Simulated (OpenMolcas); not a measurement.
**Ni2+ in a ligand field**

Ni2+ with 6 ligands (fluoride) in trigonal prismatic coordination (D3h) at 1.93 Å, a polar angle of 45.7° against the regular 49.1°. A charge of +0.667 e stands 3.2 Å behind each ligand. Ligand basis ANO-RCC-VDZP.

| Property | Result |
| --- | --- |
| Program | OpenMolcas 26.06 |
| Method | CASSCF |
| Basis | ANO-RCC-VTZP [6s5p3d2f1g] |
| Scalar Hamiltonian | DKH2, point nucleus |
| Active space | 8 electrons in 5 orbitals (3d) |
| State averaging | 2S+1 = 3 even, 10 roots; 2S+1 = 1 even, 15 roots |
| Spin-orbit coupling | state interaction with AMFI integrals over the reference wave functions |

The lowest spin-free states (labels of D3, the rotations of D3h), above the lowest:

```tsv
State	Degeneracy	E (cm-1)	Free-ion L (%)
3A2	1	0.0	F (97)
3E	2	4442	F (100)
3A1	1	4886	F (100)
3A2	1	4893	F (100)
3E	2	10424	F (100)
1E	2	17995	D (78)
1E	2	20653	D (100)
1A1	1	23173	D (80)
3E	2	23546	P (100)
1E	2	28820	G (100)
3A2	1	28927	P (97)
1A1	1	29658	G (100)
1A2	1	29738	G (100)
1A1	1	30085	G (80)
1E	2	31596	G (78)
1E	2	36044	G (100)
1A1	1	67550	S (98)
```

The lowest levels with spin-orbit coupling:

```
E (cm-1)  Degeneracy  Label      2S+1               g
     0.0           1     A1         3                
   116.1           2      E         3  0.00 0.00 3.94
    4163           2      E         3  0.00 0.00 9.73
    4284           2      E         3  0.00 0.00 5.91
    4742           2      E         3  0.00 0.00 1.98
    5037           1     A2         3                
    5086           1     A2         3                
    5093           1     A1         3                
    5248           1     A1         3                
    6030           2      E         3  0.00 0.00 1.77
   10099           2                3  0.00 0.00 7.84
   10814           2      E         3  0.00 0.00 3.87
   11363           2      E         3  0.00 0.00 0.10
   18219           2      E         1  0.00 0.00 3.73
   20809           2      E         1  0.00 0.00 1.98
   22976           1     A1  1 (71 %)                
   23593           2      E         3  0.00 0.00 5.87
   23970           2      E         3  0.00 0.00 1.93
   24144           1     A2         3                
   24497           1     A1  3 (72 %)
```

Electric-dipole absorption from the lowest level at this geometry, strongest bands:

```json
{"E (cm-1)": "5086", "λ (nm)": "1970", "Label": "A2", "f": "4.61e-06"}
{"E (cm-1)": "6030", "λ (nm)": "1660", "Label": "E", "f": "1.79e-06"}
{"E (cm-1)": "10814", "λ (nm)": "925", "Label": "E", "f": "1.00e-06"}
{"E (cm-1)": "23593", "λ (nm)": "424", "Label": "E", "f": "2.64e-06"}
```

Powder χT (cm3 K/mol): 0.0446 at 2 K, 0.223 at 10 K, 1.04 at 50 K, 1.47 at 100 K, 1.63 at 200 K, 1.68 at 300 K. The effective moment at 300 K is 2.828 √(χT) = 3.67 μB.

The lowest level has 2S+1 = 3, for which the spin-only value is χT = S(S+1) / 2 = 1.000 cm3 K/mol (g = 2). The computed 1.683 at 300 K differs by +0.683, through orbital momentum, spin-orbit coupling and any other state in reach.

Metal share of the active 3d orbitals (Löwdin): 95, 95, 98, 98, 98 %; Mulliken charge of the metal 1.55.

Without dynamic correlation the repulsion within the d shell is too large (B by tens of per cent), so at a given field states of lower spin stand too high. Ligand-to-metal charge-transfer states are missing. With no ligand orbital active B as a rule stays too high, so bands that hang on it stand too high and its fall with covalency is understated. With metal d orbitals alone and no dynamic correlation the field as a rule comes out too small, by tens of per cent, by up to half for chloride and softer ligands, and the orbital part of g and χT, which goes as 1/10Dq, too large. The distance lies 4 % under the 2 Å that this model takes as the normal distance (a Shannon-type radius plus a fixed donor radius); by an R⁻⁵ law this alone changes a d-shell field by about +19 %. No measured value stands beside these numbers; the geometry was imposed, not optimised, and the real ion may take another.

With an even number of electrons the g values are those of a degenerate or nearly degenerate non-Kramers pair.
